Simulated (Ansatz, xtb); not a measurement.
# Relative energy of two isomers of C5H6FP

Structure a: `CC1=C(F)PC=C1`, a singlet. Structure b: `C#CC/P=C(/C)F`, a singlet. Both are isolated molecules in the gas phase, relaxed with B3LYP/def2-SVP; each stands in its lowest conformer found.

Quicker runs give these differences E(b) − E(a): GFN2-xTB +178.9 kJ/mol; HF/STO-3G +235.4 kJ/mol (at GFN2-xTB geometries); r2SCAN-D4/def2-SVP +174.1 kJ/mol (at GFN2-xTB geometries).

Q: Estimate E(b) − E(a) at the level CCSD(T)/def2-SVP + ΔMP2/def2-TZVPP.

A: Calculated at CCSD(T)/def2-SVP + ΔMP2/def2-TZVPP: E(b) − E(a) = +152.2 kJ/mol, so structure a lies lower.

How the difference moves with the method:

| level | geometry | E(b) − E(a) (kJ/mol) | departure from the last row (kJ/mol) | job, with rough time for the two |
| --- | --- | --- | --- | --- |
| GFN2-xTB | GFN2-xTB | +178.9 | +26.7 | optimisation, 0.11 s |
| HF/STO-3G | GFN2-xTB | +235.4 | +83.2 | single point, 0.28 s |
| r2SCAN-D4/def2-SVP | GFN2-xTB | +174.1 | +21.9 | single point, 3.3 s |
| B3LYP/def2-SVP | B3LYP/def2-SVP | +157.4 | +5.3 | optimisation, 32 s |
| HF/def2-SVP | B3LYP/def2-SVP | +159.9 | +7.7 | part of the CCSD(T) run |
| MP2/def2-SVP | B3LYP/def2-SVP | +155.4 | +3.2 | part of the CCSD(T) run |
| CCSD(T)/def2-SVP | B3LYP/def2-SVP | +153.6 | +1.4 | single point |
| CCSD(T)/def2-SVP + ΔMP2/def2-TZVPP | B3LYP/def2-SVP | +152.2 |  | single point, 41 s |

As drawn, b has 1 C≡C, 1 C=P, 1 C–H in place of 2 C=C, 1 C–P, 1 P–H. Structure a has a 5-membered ring, b no ring.

None of the levels shown reverses the order. The largest departure from CCSD(T)/def2-SVP + ΔMP2/def2-TZVPP is that of HF/STO-3G, 83.2 kJ/mol. The last row adds to CCSD(T) the change of the MP2 difference between the two basis sets, here −1.4 kJ/mol.

With thermal terms from frequencies at re-optimised GFN2-xTB minima (ideal gas, soft modes damped towards free rotors, one conformer each, 298.15 K, 1 atm): the zero-point term adds −3.2 kJ/mol; ΔH is +153.2 and ΔG +143.2 kJ/mol.

The correlated steps freeze 11 core orbitals. Run with Ansatz 0.2.0, xtb 6.7.1; the last row on 4 threads of Arm Neoverse V2 on a shared host.
